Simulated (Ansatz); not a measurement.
Input file for C₂H₃ClSi, SMILES `Cl[SiH]1C=C1`:

```yaml
crystal:
  periodic: [false, false, false]
  atoms:
    - {symbol: Cl, position_ang: [-1.827063, -1.759344, -0.559288]}
    - {symbol: Si, position_ang: [-0.694585, -0.052909, -0.520917]}
    - {symbol: C, position_ang: [0.282876, 0.410234, 0.902146]}
    - {symbol: C, position_ang: [1.041133, -0.070567, -0.094293]}
    - {symbol: H, position_ang: [-1.317916, 0.900508, -1.455289]}
    - {symbol: H, position_ang: [0.477428, 0.766235, 1.906720]}
    - {symbol: H, position_ang: [2.099427, -0.262258, -0.224775]}
basis:
  gaussian: {orbitals: def2-SVP}
correlation: {method: ccsd_t}
```

```sh
$ ansatz run in.yaml --threads 2 --pin off --events-out ev --progress --plain --max-ram 4352MiB
```

The program prints (abridged):

```
Functional definition: HF
773 factors; integrals over basis functions are off by at most 1.0e-3 eV
mean field evaluation 1: about -22463.8237 eV, gradient 2.4e1 eV
mean field evaluation 2: about -22463.8277 eV, gradient 2.4e1 eV
mean field evaluation 4: about -22465.6279 eV, gradient 2.5e0 eV
mean field evaluation 8: about -22465.6507 eV, gradient 3.1e-4 eV
mean field -22465.65070748 eV, -825.5974357348 hartree, gradient 2.2e-6 eV, S^2 0.000000; 0 other end points of the search recorded, 0 dependent functions left out
12 core orbitals not correlated: weight in the atoms' cores, before any rotation towards them, 1.000 or more for the frozen orbitals, at most 0.000 for the correlated occupied ones
reference -22465.65070748 eV, -825.5974357348 hartree; 11, 11 occupied and 56, 56 virtual orbitals, 773 factors
second order -13.05449379 eV of doubles, -0.00000000 eV of singles
cycle   1  -13.67275487 eV  change   -6.2e-1 eV  update   8.3e-2
cycle   2  -14.04709011 eV  change   -3.7e-1 eV  update   2.6e-2
cycle   3  -14.10955510 eV  change   -6.2e-2 eV  update   1.1e-2
cycle   4  -14.10834938 eV  change    1.2e-3 eV  update   3.3e-3
cycle   5  -14.10873766 eV  change   -3.9e-4 eV  update   1.1e-3
cycle   6  -14.10874790 eV  change   -1.0e-5 eV  update   3.5e-4
cycle   7  -14.10874495 eV  change    3.0e-6 eV  update   1.0e-4
cycle   8  -14.10876840 eV  change   -2.3e-5 eV  update   3.9e-5
cycle   9  -14.10876275 eV  change    5.7e-6 eV  update   1.3e-5
perturbative correction -0.49464060 eV, -0.0181777068 hartree
Total energy: -22480.25411083 eV, -826.1341009094 hartree
```

It took 1.6 s on 2 threads of an Arm Neoverse V1 on a shared host, with 0.21 GiB of host memory at the peak.

The correlation energy is -14.603 eV, 3.4 % of it from (T); the T1 diagnostic reads 0.0115.
